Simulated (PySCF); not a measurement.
B(OH)2(SH) (BH3O2S), SMILES SB(O)O. Atoms are numbered in the order given.

```xyz
7

B     -0.0015     0.4523     0.0000
O     -1.1949     1.1130     0.0000
H     -1.1393     2.0756     0.0000
O      1.2318     1.0404     0.0000
H      1.2296     2.0054     0.0000
S     -0.1009    -1.3756     0.0000
H      1.2376    -1.5611     0.0000
```

Geometry: B3LYP-D3(BJ)/def2-SVP. One conformer was computed; it need not be the lowest.

Computed with M06-2X/def2-TZVPD (PySCF).

Symmetry labels are those of the subgroup Cs that the program uses (full group Cs).

Computed valence orbital energies around the gap with their symmetry:
| orbital | symmetry | energy (eV) |
|---|---|---|
| HOMO−7 | A' | -17.66 |
| HOMO−6 | A' | -14.67 |
| HOMO−5 | A" | -13.47 |
| HOMO−4 | A' | -12.66 |
| HOMO−3 | A' | -12.13 |
| HOMO−2 | A" | -11.59 |
| HOMO−1 | A' | -10.61 |
| HOMO | A" | -8.60 |
| LUMO | A' | -0.52 |
| LUMO+1 | A' | 0.52 |
| LUMO+2 | A' | 0.76 |
| LUMO+3 | A" | 1.03 |
